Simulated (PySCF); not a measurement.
Br₃Zr, charge +1, singlet, geometry from GFN2-xTB (such geometries of metal compounds can be far from the true shape) (the multiplicity is a formal guess) (core potentials on Zr); DF-HF/def2-SV(P) (PySCF).

Input for PySCF:
```python
from pyscf import gto, scf

mol = gto.M(
    atom='''
Zr   -0.38017015    0.34914154    0.73727060
Br   -1.52796032   -1.45317031   -0.51825355
Br    0.12439636    1.80065951   -1.20710575
Br    1.83804413   -0.74650811    0.88276432
''',
    basis='def2-sv(p)',
    ecp={'Zr': 'def2-sv(p)'},
    charge=1,
    verbose=5,
)

mf = scf.RHF(mol)
mf = mf.density_fit(auxbasis='def2-universal-jkfit')
mf.kernel()
mf.analyze()
```

Output, abridged:

```
PySCF version 2.14.0

[INPUT] verbose = 5
[INPUT] max_memory = 4000
[INPUT] num. atoms = 4
[INPUT] num. electrons = 116
[INPUT] charge = 1
[INPUT] spin (= nelec alpha-beta = 2S) = 0
[INPUT] symmetry False subgroup None
[INPUT] Mole.unit = angstrom
[INPUT] Symbol           X                Y                Z      unit          X                Y                Z       unit  Magmom
[...]
[INPUT] ---------------- BASIS SET ----------------
[INPUT] l, kappa, [nprim/nctr], expnt,             c_1 c_2 ...
[INPUT] Br
[...]
                                17009.626303      0.010950417496
                                3870.1842567      0.054421006604
                                1093.0357227      0.19047907695
                                356.39721797      0.39024642737
                                123.12539643      0.30814432514
[...]
                                28.46866107       0.64775962312
                                11.883443722      0.44235575986
[...]
                                3.6129226841      0.73823712008
                                1.6626648969      0.42683868694
[...]
                                368.47859205      0.06624363742
                                117.22978849      0.26495610385
                                42.648909248      0.53839160587
                                16.087225096      0.36579387888
[...]
                                3.5613665502      0.57500678213
                                1.5292626609      0.24330394172
[...]
                                30.281143688      0.1345548323
                                10.651394267      0.36474454537
                                3.8699456233      0.49044587056
[...]
[INPUT] Zr
[...]
                                4.28727           -0.95241333244
                                1.464137          -0.13703926411
[...]
                                2.119901          0.45883133891
                                0.78845821105     0.58853912475
                                0.36332579847     0.35822232244
[...]
                                1.3615557498      0.1969242352
                                0.56937550689     0.42057831659
                                0.22674948677     0.42757027999
[...]
nuclear repulsion = 792.688509370495
number of shells = 46
number of NR pGTOs = 272
number of NR cGTOs = 120
basis = def2-sv(p)
ecp = {'Zr': 'def2-sv(p)'}

******** <class 'pyscf.df.df_jk.DFRHF'> ********
method = DFRHF
initial guess = minao
damping factor = 0
level_shift factor = 0
DIIS = <class 'pyscf.scf.diis.CDIIS'>
diis_start_cycle = 1
diis_space = 8
diis_damp = 0
SCF conv_tol = 1e-09
SCF conv_tol_grad = None
SCF max_cycles = 50
direct_scf = False
Set gradient conv threshold to 3.16228e-05
Initial guess from minao.
Density of valence part of ANO basis will be used as initial guess for Zr
******** <class 'pyscf.df.df.DF'> ********
auxbasis = def2-universal-jkfit
num shells = 229, num cGTOs = 1053
size of aux basis 1053
int3c2e [1/1], AO [0:46], nrow = 7260
E1 = -12377.298004808206  E2 = 3830.943452446055  Ecoul = 4104.200489539635  Exc = -273.25703709358004
init E= -7753.66604299166
cond(S) = 288.69754952731364
[...]
  mo_energy =
[-4.90171599e+02 -4.90171593e+02 -4.90171593e+02 -6.53338102e+01
 -6.53337446e+01 -6.53337446e+01 -5.87081904e+01 -5.87081904e+01
 -5.87081846e+01 -5.87078326e+01 -5.87078317e+01 -5.87078317e+01
 -5.87078280e+01 -5.87078264e+01 -5.87078264e+01 -1.00318749e+01
 -1.00304827e+01 -1.00304827e+01 -7.64076094e+00 -7.64058938e+00
 -7.64058938e+00 -7.63599493e+00 -7.63599251e+00 -7.63599251e+00
 -7.63597274e+00 -7.63597274e+00 -7.63596738e+00 -3.37855651e+00
 -3.37845389e+00 -3.37845389e+00 -3.37688817e+00 -3.37688104e+00
 -3.37688104e+00 -3.37683863e+00 -3.37683863e+00 -3.37682492e+00
 -3.37333771e+00 -3.37333631e+00 -3.37333631e+00 -3.37332714e+00
 -3.37332714e+00 -3.37332110e+00 -2.92421321e+00 -1.92174255e+00
 -1.92174255e+00 -1.91352255e+00 -1.26946475e+00 -1.18927047e+00
 -1.18927047e+00 -6.68146586e-01 -6.13803769e-01 -6.13803769e-01
 -6.07176626e-01 -5.98794248e-01 -5.98794248e-01 -5.43055080e-01
 -5.43055080e-01 -5.27099859e-01 -2.90634236e-01 -2.78423260e-01
 -2.78423260e-01 -2.32908057e-01 -2.32908057e-01 -2.13105262e-01
 -2.35850589e-02 -2.35850588e-02 -1.97837625e-02  2.14744290e-02
  1.08850106e-01  1.08850106e-01  1.58795719e-01  1.67022355e-01
  1.67022355e-01  2.00818592e-01  2.57045282e-01  2.57045282e-01
  4.92847858e-01  4.92847859e-01  4.96602850e-01  5.29570054e-01
  5.43911651e-01  5.43911651e-01  5.54877578e-01  5.54877579e-01
  5.58048200e-01  5.59772100e-01  5.71838727e-01  5.71838727e-01
  5.85208368e-01  5.93851308e-01  5.93851308e-01  6.25404810e-01
  6.52875475e-01  6.52875476e-01  7.57752074e-01  7.57752075e-01
  7.58887991e-01  8.57754071e-01  8.57754072e-01  8.61839768e-01
  1.00764447e+00  1.02066973e+00  1.02066973e+00  1.21876843e+00
  3.69708411e+00  3.70345802e+00  3.70345802e+00  3.70380157e+00
  3.71298031e+00  3.71298031e+00  3.71691351e+00  3.72554714e+00
  3.72554714e+00  3.76687894e+00  3.76687894e+00  3.78347095e+00
  3.88121209e+00  3.88121209e+00  3.93285334e+00  3.28819301e+01]
E1 = -12389.652780815193  E2 = 3834.2660950790055  Ecoul = 4108.418273132369  Exc = -274.1521780533635
cycle= 1 E= -7762.69817636569  delta_E= -9.03  |g|= 0.477  |ddm|= 3.86
[...]
  mo_energy =
[-4.90120932e+02 -4.90120927e+02 -4.90120927e+02 -6.52931894e+01
 -6.52931884e+01 -6.52931884e+01 -5.86639723e+01 -5.86639723e+01
 -5.86639666e+01 -5.86633765e+01 -5.86633728e+01 -5.86633728e+01
 -5.86633406e+01 -5.86633406e+01 -5.86633385e+01 -9.98903660e+00
 -9.98903660e+00 -9.98903248e+00 -7.60274469e+00 -7.60274469e+00
 -7.60274142e+00 -7.59783100e+00 -7.59783100e+00 -7.59782901e+00
 -7.59762562e+00 -7.59762358e+00 -7.59762358e+00 -3.34361552e+00
 -3.34361552e+00 -3.34360821e+00 -3.34189910e+00 -3.34189786e+00
 -3.34189786e+00 -3.34166762e+00 -3.34166737e+00 -3.34166737e+00
[...]
converged SCF energy = -7762.73180277473
Total Energy =                       -7762.731802774731477
[...]
1 Br 2pz        -0.00005   0.00004   0.00002   0.00003  -0.00001
1 Br 3px        -0.00001  -0.00003  -0.00002  -0.00005  -0.00003
1 Br 3py         0.00005  -0.00004  -0.00006  -0.00006  -0.00004
1 Br 3pz         0.00007  -0.00005  -0.00003  -0.00003  -0.00003
1 Br 4px         0.00014   0.00069   0.00057   0.00062  -0.01411
1 Br 4py        -0.00085   0.00092   0.00110   0.00103  -0.02274
1 Br 4pz        -0.00116   0.00063   0.00080   0.00075  -0.01609
1 Br 5px        -0.00217  -0.01658  -0.00647  -0.02022  -0.02248
1 Br 5py         0.01470  -0.01703  -0.02223  -0.01938  -0.03629
1 Br 5pz         0.01742  -0.01693  -0.01266  -0.01367  -0.03032
1 Br 3dxy        0.00012   0.00006   0.00007   0.00012  -0.00014
1 Br 3dyz       -0.00011   0.00009   0.00007   0.00006  -0.00015
1 Br 3dz^2      -0.00011   0.00002  -0.00004  -0.00005   0.00003
1 Br 3dxz       -0.00014   0.00010   0.00001   0.00001  -0.00010
1 Br 3dx2-y2     0.00017   0.00002  -0.00011   0.00002   0.00007
1 Br 4dxy        0.01309   0.03313   0.03051   0.05356   0.00335
1 Br 4dyz       -0.02883   0.04121   0.03637   0.02869   0.00429
1 Br 4dz^2      -0.01960   0.00522  -0.01542  -0.02312  -0.00021
1 Br 4dxz       -0.01725   0.03873   0.01377   0.02419   0.00309
1 Br 4dx2-y2     0.02888  -0.00236  -0.03628  -0.00271  -0.00103
1 Br 5dxy       -0.16770  -0.27368  -0.27566  -0.43858   0.00014
1 Br 5dyz        0.31763  -0.36444  -0.30935  -0.22436  -0.00016
1 Br 5dz^2       0.22804  -0.05137   0.13783   0.19135  -0.00024
1 Br 5dxz        0.20435  -0.34188  -0.11336  -0.18657  -0.00022
1 Br 5dx2-y2    -0.32363   0.01076   0.32820   0.02653  -0.00025
2 Br 1s          0.00001   0.00003  -0.00001  -0.00002   0.00002
2 Br 2s         -0.00002  -0.00008   0.00002   0.00005   0.00012
2 Br 3s         -0.00016  -0.00023   0.00006   0.00011  -0.00309
2 Br 4s         -0.00091  -0.00090   0.00033   0.00113  -0.00349
2 Br 5s          0.01542   0.03434  -0.00121  -0.01418  -0.02472
2 Br 2px         0.00003   0.00001  -0.00003  -0.00001   0.00000
2 Br 2py        -0.00001   0.00005  -0.00002  -0.00007   0.00001
2 Br 2pz        -0.00006  -0.00007   0.00001   0.00005  -0.00002
2 Br 3px        -0.00003  -0.00002   0.00003   0.00001   0.00001
2 Br 3py         0.00000  -0.00005   0.00002   0.00006   0.00004
2 Br 3pz         0.00008   0.00008  -0.00002  -0.00006  -0.00005
2 Br 4px         0.00047   0.00032   0.00004  -0.00031   0.00653
2 Br 4py        -0.00003   0.00117  -0.00036  -0.00082   0.01803
2 Br 4pz        -0.00128  -0.00143   0.00051   0.00116  -0.02481
2 Br 5px        -0.00831  -0.00469   0.00936   0.00212   0.01006
2 Br 5py        -0.00121  -0.01835   0.00465   0.02155   0.02735
2 Br 5pz         0.02117   0.03107  -0.00514  -0.02088  -0.04258
2 Br 3dxy       -0.00010  -0.00002   0.00009  -0.00001  -0.00005
2 Br 3dyz        0.00005   0.00014  -0.00002  -0.00009   0.00019
2 Br 3dz^2      -0.00018  -0.00010  -0.00003   0.00000  -0.00010
2 Br 3dxz        0.00003   0.00003  -0.00008  -0.00003   0.00007
2 Br 3dx2-y2    -0.00020   0.00003  -0.00001  -0.00010   0.00006
2 Br 4dxy       -0.01485  -0.01339   0.02470   0.00770   0.00074
2 Br 4dyz        0.01016   0.06519  -0.01492  -0.05752  -0.00482
2 Br 4dz^2      -0.03639  -0.04279  -0.00494   0.00784   0.00288
2 Br 4dxz        0.01418   0.01621  -0.02620  -0.00917  -0.00128
2 Br 4dx2-y2    -0.02564   0.01586  -0.00212  -0.03536  -0.00145
2 Br 5dxy        0.16615   0.11330  -0.23328  -0.06667   0.00020
2 Br 5dyz       -0.10021  -0.56642   0.12846   0.46479  -0.00002
2 Br 5dz^2       0.40998   0.36978   0.04927  -0.05652  -0.00016
2 Br 5dxz       -0.15758  -0.14217   0.23575   0.07174  -0.00013
2 Br 5dx2-y2     0.31127  -0.13541   0.02873   0.29308  -0.00008
3 Br 1s          0.00001  -0.00001   0.00003  -0.00002   0.00002
3 Br 2s         -0.00002   0.00002  -0.00008   0.00005   0.00012
3 Br 3s         -0.00017   0.00006  -0.00024   0.00013  -0.00309
3 Br 4s         -0.00083   0.00024  -0.00115   0.00113  -0.00333
3 Br 5s          0.00563  -0.01176   0.04364  -0.03619  -0.03704
3 Br 2px         0.00004  -0.00003   0.00008  -0.00007   0.00002
3 Br 2py        -0.00003  -0.00001  -0.00005   0.00003  -0.00001
3 Br 2pz        -0.00004   0.00000   0.00001  -0.00003   0.00000
3 Br 3px        -0.00005   0.00003  -0.00008   0.00007   0.00005
3 Br 3py         0.00004   0.00001   0.00005  -0.00003  -0.00003
3 Br 3pz         0.00005  -0.00001   0.00000   0.00002   0.00000
3 Br 4px         0.00074  -0.00049   0.00187  -0.00130   0.02762
3 Br 4py        -0.00060   0.00016  -0.00067   0.00065  -0.01377
3 Br 4pz        -0.00077  -0.00005   0.00024  -0.00004   0.00143
3 Br 5px        -0.01252   0.01333  -0.03356   0.03140   0.04832
3 Br 5py         0.01034   0.00417   0.01869  -0.01265  -0.02402
3 Br 5pz         0.01072   0.00063  -0.00456   0.00543  -0.00194
3 Br 3dxy        0.00004   0.00004   0.00013  -0.00009   0.00016
3 Br 3dyz       -0.00004   0.00003   0.00001  -0.00002   0.00001
3 Br 3dz^2       0.00019  -0.00003   0.00009  -0.00001   0.00012
3 Br 3dxz        0.00021  -0.00001  -0.00000   0.00008  -0.00002
3 Br 3dx2-y2     0.00002   0.00011  -0.00006   0.00008  -0.00013
3 Br 4dxy        0.01563   0.00538   0.06064  -0.04145  -0.00464
3 Br 4dyz       -0.01071   0.00452   0.00485  -0.01256   0.00005
3 Br 4dz^2       0.02727  -0.01219   0.04428  -0.02431  -0.00363
3 Br 4dxz        0.03562  -0.00281  -0.00418   0.03145   0.00000
3 Br 4dx2-y2    -0.00175   0.03647  -0.03551   0.03920   0.00377
3 Br 5dxy       -0.17457  -0.05898  -0.52548   0.32684   0.00008
3 Br 5dyz        0.12504  -0.05512  -0.04024   0.10660  -0.00017
3 Br 5dz^2      -0.32223   0.11072  -0.38548   0.18504   0.00016
3 Br 5dxz       -0.41985   0.02633   0.02444  -0.26354   0.00030
3 Br 5dx2-y2     0.02636  -0.32041   0.30002  -0.30546  -0.00014

WARN: System has nonzero charge 1; the dipole moment is origin-dependent.
Location of origin: [0. 0. 0.]

Dipole moment(X, Y, Z, Debye): -3.32749,  3.05591,  6.45306
```
